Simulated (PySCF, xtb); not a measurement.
B(F)(H)(OAc) (C₂H₄BFO₂), SMILES CC(=O)OBF. Other conformers were not sampled.

Harmonic wavenumbers (cm⁻¹) from GFN2-xTB in xtb at its own minimum, in rising order: 35, 78, 120, 211, 384, 478, 580, 659, 751, 802, 990, 1006, 1024, 1106, 1173, 1300, 1362, 1435, 1437, 1817, 2668, 3029, 3038, 3070.

Question: What does B3LYP-D3(BJ)/def2-SVP (PySCF 2.14.0) give at its own minimum? (Estimate from the structure and the level; the computed values follow.)

Answer: 49, 125, 149, 183, 386, 505, 590, 701, 797, 918, 1001, 1052, 1121, 1165, 1250, 1381, 1419, 1436, 1446, 1892, 2678, 3050, 3128, 3182. Paired by order, the mean absolute difference is 46 cm⁻¹ and the zero-point energies are 40.8 and 42.3 kcal/mol.
